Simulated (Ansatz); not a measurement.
Consider the ligand exchange at the Si–Te bond: `N[SiH2][TeH]` + `C=CS` → `C=CS[SiH2]N` + H₂Te.

Gas-phase electronic energies from Ansatz, PBE0-D4/def2-TZVP geometries. CBS: MP2 limit from def2 TZ/QZ plus the TZ coupled-cluster correction, frozen cores. This one scheme is used for every species. DFT in def2-TZVPP. B3LYP here is the variant with VWN-RPA as its local correlation; programs differ in this. def2 core potentials past Kr. For Te outer-core shells are correlated without core-valence functions, which leaves a few kJ/mol of doubt a bond. Each species was taken in one conformer, which may not be the lowest.

| level | ΔE (kJ/mol) |
| --- | --- |
| PBE-D4 | -0.4 |
| PBE0-D4 | -0.7 |
| ωB97M-V | -5.3 |
| PBE | 1.8 |
| B3LYP | -0.4 |
| HF/def2-TZVPP | -1.9 |
| CCSD(T)/def2-TZVPP | -6.2 |
| SCS-MP2/def2-QZVPP | -2.1 |

Task: What does CCSD(T)/CBS give? (Estimate.)

Result: The calculation gave: -1.6 kJ/mol. The listed levels differ from it by 1.2, 0.9, -3.7, 3.4, 1.2, -0.3, -4.6, -0.5 kJ/mol.

Largest T1 diagnostic among the species: 0.012.

The D4 term adds −3.1 kJ/mol with B3LYP and −2.0 kJ/mol with PBE0; it sums over pairs of atoms, weighted by their polarisabilities, and B3LYP, whose exchange is more repulsive, gets the larger term.
